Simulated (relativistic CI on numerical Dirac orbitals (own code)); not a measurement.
V⁺: L-alpha,beta X-ray emission

Computed with this model: Dirac-Coulomb-Breit CI, orbitals from a KLI potential per configuration, model QED (radiative potential, 1s self-energy scaled to tabulated hydrogen-like ionisation energies), valence Slater integrals scaled by 0.9, multiplet model of X-ray emission after core ionisation; configurations [Ar] 3d4 → [He] 2s2 2p5 3s2 3p6 3d4 → [Ar] 3d3; 300 K; Lorentzian 0.6 eV and Gaussian 0.5 eV FWHM. Energies are those of the free ion, without screening or charge transfer. S is read from ⟨S²⟩ = S(S + 1).

Field parameters in Wybourne normalisation: D3d B²₀ = −7Dσ, B⁴₀ = −14Dq − 21Dτ, B⁴₃ = −14√(10/7) Dq; Oh B⁴₀ = 21Dq, B⁴₄ = √(5/14) B⁴₀; Td as Oh with Dq negative (B⁴₀ = 21Dq, B⁴₄ = √(5/14) B⁴₀). The field is a parameter set, without covalency.

Computed curve for Td, 10Dq = -7800 cm⁻¹, scaled to 100 at the maximum (points under 2 are left out and the grid is thinned):

Energy (eV), Intensity and a bar:
```
    508.7        2.1 
    509.1        3.1 
    509.6        5.7 #
    510.0        9.0 ##
    510.5       13.8 ####
    510.9       15.6 ####
    511.3       16.6 #####
    511.8       19.3 #####
    512.2       22.9 ######
    512.7       30.8 #########
    513.1       35.2 ##########
    513.6       36.4 ###########
    514.0       39.9 ############
    514.4       42.6 #############
    514.9       44.1 #############
    515.3       49.6 ###############
    515.8       68.6 #####################
    516.2       81.2 #########################
    516.6       84.6 ##########################
    517.1       83.3 #########################
    517.5       80.5 ########################
    518.0       84.5 ##########################
    518.4       93.0 ############################
    518.8       90.7 ############################
    519.3       82.7 #########################
    519.7       84.8 ##########################
    520.2       98.5 ##############################
    520.6       95.1 #############################
    521.0       85.0 ##########################
    521.5       65.0 ####################
    521.9       50.4 ###############
    522.4       31.8 #########
    522.8       22.6 ######
    523.3       16.9 #####
    523.7       12.9 ###
    524.1        9.0 ##
    524.6        5.7 #
    525.0        3.8 #
    525.5        2.6 
    525.9        2.0
```

The ground state has S = 2.00, and the centroid lies at 517.84 eV.
